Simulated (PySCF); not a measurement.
SMILES [SiH3]C[SiH2]B(O)O (CH9BO2Si2), GFN2-xTB optimised geometry.

```
15

O      1.11    -2.17     0.81
B      1.73    -1.23     0.06
O      2.86    -1.50    -0.64
Si     0.99     0.60     0.00
C     -0.92     0.60     0.00
Si    -1.76     2.30     0.00
H      1.49    -3.05     0.84
H      3.22    -2.39    -0.59
H      1.42     1.37    -1.18
H      1.40     1.42     1.15
H     -1.26     0.03     0.87
H     -1.28     0.03    -0.87
H     -1.39     3.05    -1.20
H     -1.38     3.05     1.19
H     -3.22     2.13     0.01
```

Density from PBE0/def2-TZVP (PySCF) at that geometry.

Minimum of the electron density along straight lines between bonded atoms, close to the bond critical point (lines longer than 1.1 times the sum of covalent radii, or with two minima, are not listed):

```tsv
bond	length / Å	ρ at the minimum / e bohr⁻³	∇²ρ there / e bohr⁻⁵	position (fraction from the first atom)
O1–B2	1.356	0.209	0.99	0.67
B2–O3	1.355	0.210	0.99	0.33
B2–Si4	1.972	0.119	(withheld)	0.62
Si4–C5	1.912	0.111	(withheld)	0.39
C5–Si6	1.894	0.115	0.17	0.61
O1–H7	0.961	0.359	-2.44	0.81
O3–H8	0.962	0.358	-2.44	0.81
Si4–H9	1.476	0.121	0.19	0.49
Si4–H10	1.480	0.119	0.18	0.49
C5–H11	1.091	0.270	-0.88	0.64
C5–H12	1.091	0.269	-0.87	0.64
Si6–H13	1.464	0.124	0.20	0.49
Si6–H14	1.463	0.124	0.20	0.49
Si6–H15	1.470	0.122	0.18	0.49
```

**Question.** Fill in the missing entries.

**Answer.** 
- B2–Si4, ∇²ρ there / e bohr⁻⁵: 0.00
- Si4–C5, ∇²ρ there / e bohr⁻⁵: 0.16
